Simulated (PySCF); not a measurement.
Simulated C 1s region for `[BH3-][O+]1C[C@@H](C)C[C@H]1C#N`, binding energy against the vacuum level.

Every computed line was given a Gaussian of 0.6 eV full width at half maximum and an area set by the number of equivalent atoms; the highest printed point is 100. Method: PySCF 2.14.0, delta-SCF UKS SCAN, pcX-2 on the ionised atom, pcseg-1 elsewhere, spin-free X2C.

binding energy (eV), intensity and a bar:
```
    290.5          0 
    290.6          1 
    290.7          2 
    290.8          5 #
    290.9         10 ###
    291.0         19 ######
    291.1         30 #########
    291.2         42 #############
    291.3         51 ###############
    291.4         58 #################
    291.5         62 ###################
    291.6         69 #####################
    291.7         79 ########################
    291.8         92 ############################
    291.9        100 ##############################
    292.0         98 #############################
    292.1         85 ##########################
    292.2         68 ####################
    292.3         53 ################
    292.4         46 ##############
    292.5         48 ##############
    292.6         56 #################
    292.7         64 ###################
    292.8         70 #####################
    292.9         72 ######################
    293.0         70 #####################
    293.1         63 ###################
    293.2         52 ################
    293.3         39 ############
    293.4         26 ########
    293.5         16 #####
    293.6         11 ###
    293.7         11 ###
    293.8         16 #####
    293.9         26 ########
    294.0         37 ###########
    294.1         46 ##############
    294.2         49 ###############
    294.3         44 #############
    294.4         35 ##########
    294.5         23 #######
    294.6         13 ####
    294.7          7 ##
    294.8          3 #
    294.9          1 
    295.0          0
```

Question: Count the maxima, the lines and the sites behind this envelope.

Answer: The curve has 3 maxima (at 291.9, 292.9 and 294.2 eV). Under it lie 6 lines from 6 inequivalent carbon sites. At this width some lines have no maximum of their own.

Question: Decompose the envelope and assign each component. Numbering: `[BH3-:1][O+:2]1[CH2:3][C@@H:4]([CH3:5])[CH2:6][C@H:7]1[C:8]#[N:9]`.

Answer: 
```tsv
position (eV)	relative area	line	atoms	environment
291.36	1	C 1s	C5	methyl carbon
291.92	1	C 1s	C4	sp3 CH carbon
291.98	1	C 1s	C6	ring CH2 carbon
292.70	1	C 1s	C8	nitrile carbon
293.10	1	C 1s	C3	sp3 carbon bound to oxygen
294.19	1	C 1s	C7	sp3 carbon bound to oxygen
```

Question: What are the centre and the root-mean-square width of the whole band?

Answer: The area-weighted mean of the lines is 292.54 eV. Their own spread about it is 0.93 eV (rms) and each Gaussian has σ = 0.6/2.355 = 0.25 eV; the variances add, which gives 0.96 eV.

Lowest listed C 1s: C5, bonded to C and 3 H. Highest, 2.83 eV above it: C7, bonded to O, 2 C and H. The widest gap between neighbouring values is 1.09 eV, between 293.10 and 294.19 eV. Summing the Pauling electronegativity differences to the bonded atoms, each weighted by its formal bond order, gives -1.05 for the lowest site and +0.54 for the highest; the largest sum, +1.47, belongs to C8, 1.49 eV below the top.

Shake-up satellites, vibrational structure and lifetime widths aren't simulated. Isolated species at its PBE0-D3(BJ)/def2-SVP geometry (one conformer only).
